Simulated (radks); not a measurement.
Species: Tb V. Configuration: [Xe] 4f7 (the NIST ground configuration).

Method: Dirac Kohn-Sham, PBE, spin-unpolarised, spherical densities, point nucleus; open shells are shared between the two j in proportion to 2j + 1; computed with a radial shooting solver on a logarithmic mesh with Libxc functionals.

Energy parts (Ry):
part                       energy
total                 -23431.3523
kinetic                25631.9331
electron-nucleus      -57451.5636
Hartree                 8899.0228
exchange-correlation    -510.7445

Orbitals (lengths in bohr, moments of r in powers of bohr):
| orbital | occ. | eigenvalue (Ry) | <r^4> | <1/r> |
|---|---|---|---|---|
| 1s1/2 | 2 | -3811.538 | 1.063e-06 | 73.13 |
| 2s1/2 | 2 | -634.8158 | 0.0001675 | 17.48 |
| 2p1/2 | 2 | -603.3899 | 0.0001034 | 17.45 |
| 2p3/2 | 4 | -548.5226 | 0.0001371 | 15.35 |
| 3s1/2 | 2 | -143.9985 | 0.006466 | 6.378 |
| 3p1/2 | 2 | -130.3490 | 0.005862 | 6.292 |
| 3p3/2 | 4 | -119.0247 | 0.007235 | 5.759 |
| 3d3/2 | 4 | -95.53243 | 0.005199 | 5.638 |
| 3d5/2 | 6 | -93.06317 | 0.005549 | 5.506 |
| 4s1/2 | 2 | -31.71339 | 0.1574 | 2.672 |
| 4p1/2 | 2 | -26.35862 | 0.1780 | 2.566 |
| 4p3/2 | 4 | -23.81501 | 0.2191 | 2.385 |
| 4d3/2 | 4 | -14.99155 | 0.3057 | 2.171 |
| 4d5/2 | 6 | -14.52799 | 0.3266 | 2.126 |
| 4f5/2 | 3 | -4.02734 | 1.347 | 1.644 |
| 4f7/2 | 4 | -3.96001 | 1.413 | 1.627 |
| 5s1/2 | 2 | -6.83810 | 4.720 | 1.053 |
| 5p1/2 | 2 | -5.28944 | 7.110 | 0.9478 |
| 5p3/2 | 4 | -4.89894 | 8.807 | 0.8881 |
| 5d3/2 | 0 | -2.78641 | 27.12 | 0.6692 |
| 5d5/2 | 0 | -2.74179 | 28.74 | 0.6578 |
| 6s1/2 | 0 | -2.37859 | 106.2 | 0.4606 |

The highest occupied level is 4f7/2 at -53.879 eV. The density falls to 0.001 e/bohr^3 at r = 3.07 bohr.
